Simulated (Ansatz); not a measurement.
CF₂NSn (`N#[C][Sn]([F])[F]`) radical. Total charge 0; spin multiplicity 2. Sn: def2 effective core potential. The geometry is a stationary point of PBE0-D4/def2-TZVP.

```xyz
5

N    -2.268    0.730    0.583
C    -1.166    0.488    0.343
Sn    0.914    0.275   -0.015
F     1.075   -0.207   -1.851
F     1.445   -1.286    0.940
```

Task: What is the dipole moment at B3LYP/def2-TZVPP? (Estimate.)

Result: The calculation gave: 3.53 D, with components (2.64, 2.29, 0.53) D in this frame, pointing from negative to positive charge.

Task: And with PBE, r2SCAN, ωB97M-V? (Best estimate.)

Result: The calculation gave: PBE 3.22 D, r2SCAN 3.41 D, ωB97M-V 3.62 D.

Task: Give the Mulliken charges with B3LYP, PBE, ωB97M-V in def2-TZVPP. (Best estimate.)

Result: Computed: 
| atom | B3LYP | PBE | ωB97M-V |
| --- | --- | --- | --- |
| N1 | 0.02 | 0.06 | -0.01 |
| C2 | -0.37 | -0.37 | -0.33 |
| Sn3 | 1.22 | 1.10 | 1.21 |
| F4 | -0.44 | -0.39 | -0.44 |
| F5 | -0.44 | -0.39 | -0.44 |

B3LYP here is the variant with VWN-RPA as its local correlation; programs differ in this.
